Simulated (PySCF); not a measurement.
**Spinor energies of Ho³⁺ (holmium, charge +3)**

Start: [Xe] 4f10; 4f5/2 filled at m_j = -5/2, -3/2, -1/2, +1/2, +3/2, +5/2; 4f7/2 filled at m_j = +1/2, +3/2, +5/2, +7/2. Calculated with PySCF 2.14 in x2c-QZVPPall-2c (16s16p12d6f4g1h, 213 functions): generalised Hartree-Fock with the X2C-1e Hamiltonian and a Gaussian nucleus; one run each with spin-orbit coupling (SO) switched off, then screened by Boettger's factors.

```
spinor shell  electrons  ε, spin-free (eV)  ε, screened SO (eV)  weight of nominal j (screened SO)  rms radius, screened SO (bohr)
       1s1/2          2           -55932.5             -55920.5                              1.000                          0.0236
       2s1/2          2            -9510.2              -9506.4                              1.000                          0.0952
       2p1/2          2            -8425.3              -9031.7                              1.000                          0.0814
       2p3/2          4            -8425.3              -8169.7                              1.000                          0.0881
       3s1/2          2            -2204.2              -2202.9                              1.000                           0.245
       3p1/2          2            -1866.1              -1995.3                              1.000                           0.236
       3p3/2          4            -1866.1              -1810.7                              1.000                           0.250
       3d3/2          4            -1435.0              -1459.0                              0.999                           0.223
       3d5/2          6            -1435.0              -1417.8                              0.999                           0.226
       4s1/2          2            -487.98              -487.58                              1.000                           0.551
       4p1/2          2            -374.02              -404.55                              0.994                           0.565
       4p3/2          4            -374.02              -360.74                              0.997                           0.596
       4d3/2          4            -216.72              -224.80                              0.897                           0.637
       4d5/2          6            -216.72              -211.00                              0.932                           0.647
       5s1/2          2            -91.408              -91.335                              1.000                            1.35
       5p1/2          2            -60.950              -65.403                              0.984                            1.49
       5p3/2          4            -60.950              -59.033                              0.992                            1.59
       4f5/2          6            -47.763              -47.886                              0.718                           0.856
       4f7/2          4            -47.763              -47.389                              0.708                           0.860
```

```json
{"quantity": "E (hartree)", "spin-free": "-12605.97859", "screened SO": "-12615.91399"}
{"quantity": "M_J", "spin-free": "8", "screened SO": "8"}
{"quantity": "⟨J²⟩", "spin-free": "72.008", "screened SO": "72.008"}
{"quantity": "⟨L²⟩", "spin-free": "42.004", "screened SO": "42.875"}
{"quantity": "⟨S²⟩", "spin-free": "6.004", "screened SO": "5.864"}
```

Each row is a mean over spinors that exchange with the open shell spreads, by up to 15.738 eV (4d5/2).

Rows whose weight is well below 1 are mixtures of j = l ± 1/2: exchange outweighs spin-orbit coupling there, and the label is only the starting occupation.

Breit and QED terms are absent; they matter most for the inner s and p1/2 levels.

Densities and radii are taken from the X2C orbitals without a picture-change correction, which distorts them close to the nucleus.

Without spin-orbit coupling the j labels of p, d and f shells carry no meaning; the spin-free column gives the mean over the occupied spinors of each nl shell.
